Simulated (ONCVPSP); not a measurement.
# An all-electron radial function and its pseudo partner (F)

Columns: radius, all-electron u(r) and pseudo u(r) of the 2p shell (level -11.29 eV) of fluorine in the configuration [He] 2s2 2p5; LDA (Perdew-Zunger), scalar-relativistic, ONCV scheme, ONCVPSP 4.0.1.

```csv
r (bohr),all-electron,pseudo
0.090,0.1176,0.0379
0.180,0.3282,0.1446
0.270,0.5288,0.3014
0.360,0.6868,0.4821
0.450,0.7968,0.6587
0.540,0.8641,0.8075
0.630,0.8970,0.9133
0.720,0.9038,0.9702
0.810,0.8918,0.9818
0.900,0.8668,0.9578
0.990,0.8333,0.9104
1.080,0.7945,0.8513
1.170,0.7529,0.7895
1.260,0.7100,0.7307
1.350,0.6671,0.6771
1.440,0.6249,0.6289
1.530,0.5840,0.5852
1.620,0.5448,0.5450
1.710,0.5073,0.5074
1.800,0.4719,0.4719
1.890,0.4384,0.4384
1.980,0.4069,0.4069
2.070,0.3773,0.3773
2.160,0.3497,0.3497
2.250,0.3238,0.3238
2.340,0.2997,0.2997
```

(1) How many radial nodes do the two functions have?

(2) At about which radius was the pseudo-wave matched?

(3) Is the pseudo-wave norm-conserving?

Answers

(1) The all-electron 2p function has n − l − 1 = 0; the pseudo-wave has 0.

(2) 1.80 bohr. The columns agree to 0.0005 from 1.62 bohr on; several derivatives are matched, so the curves merge somewhat inside the radius.

(3) Yes: the ONCV scheme keeps the norm inside the radius equal to the all-electron one, which fixes the energy derivative of the logarithmic derivative at the level.
